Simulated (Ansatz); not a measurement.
Reaction (redistribution): `C[Si](O)(F)Cl` + `[BH2][SnH2][NH2]` → `B[Si](C)(F)Cl` + `[NH2][SnH2][OH]`

Program: Ansatz. Geometries: PBE0-D4/def2-TZVP. ΔE: electronic, gas phase. CCSD(T)/CBS is the MP2 limit (def2-TZVPP, def2-QZVPP) plus CCSD(T) − MP2 in def2-TZVPP, frozen cores. DFT in def2-TZVPP. Elements past krypton have def2 core potentials. For Sn outer-core shells are correlated without core-valence functions, which leaves a few kJ/mol of doubt a bond. Each species was taken in one conformer, which may not be the lowest.

CCSD(T)/CBS gives +25.7 kcal/mol.

Question: Another level gave +25.7 kcal/mol. Which?
A. r2SCAN-D4/def2-TZVPP
B. HF/def2-TZVPP
C. PBE/def2-TZVPP
D. SCS-MP2/def2-TZVPP

Answer: A. r2SCAN-D4 25.7, SCS-MP2/def2-TZVPP 26.7, HF/def2-TZVPP 28.2, PBE 23.1 kcal/mol.

Largest T1 diagnostic among the species: 0.013.

From PBE to PBE0 (25 % exact exchange), in def2-TZVPP and without D4, ΔE moves by +2.3 kcal/mol.
